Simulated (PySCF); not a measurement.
Problem. Write Cartesian coordinates for `[GeH3][O]BP` as optimised with PBE0-D3(BJ)/def2-SVP.

Solution. 
```xyz
10
BGeH6OP angstrom
P      2.3434    0.0650    0.5928
B      1.2838    1.2690   -0.4909
O     -0.0573    1.2456   -0.5790
Ge    -1.2352    0.1049    0.1779
H      3.4014   -0.0990   -0.3454
H      1.6860   -1.1681    0.2977
H      1.8707    2.1721   -1.0539
H     -1.2933   -1.1497   -0.7056
H     -0.7397   -0.2146    1.5979
H     -2.5615    0.8710    0.1832
```

Orientation and origin are arbitrary. Atoms count from 1 in this order. The 4 heavy atoms lie in one plane (0.010 Å rms). Ge4 (germanium bonded to O and 3 H) is distorted tetrahedral (angles from 104.5° to 112.3°). P1 (three-coordinate phosphorus) is pyramidal (angles 99.8°, 96.3° and 96.1°, sum 292.2°, 0.77 Å off the plane of its three neighbours). B2 (three-coordinate boron) is planar (angles 124.9°, 117.7° and 117.2°, sum 359.8°, 0.04 Å off the plane of its three neighbours).

Bonds between heavy atoms (Å): P1–B2 1.936, B2–O3 1.344, O3–Ge4 1.806.

The calculation used PySCF 2.14.0, PBE0-D3(BJ)/def2-SVP geometry optimisation, gas phase.

Not checked by PBE0-D3(BJ)/def2-SVP frequencies. One conformer, not necessarily the lowest (H–P1–B2–O3 141° and 44°, P1–B2–O3–Ge4 -3°).

On an Arm Neoverse V1 with one thread, no GPU (shared host), this took 39 s wall. This is the geometry optimisation.
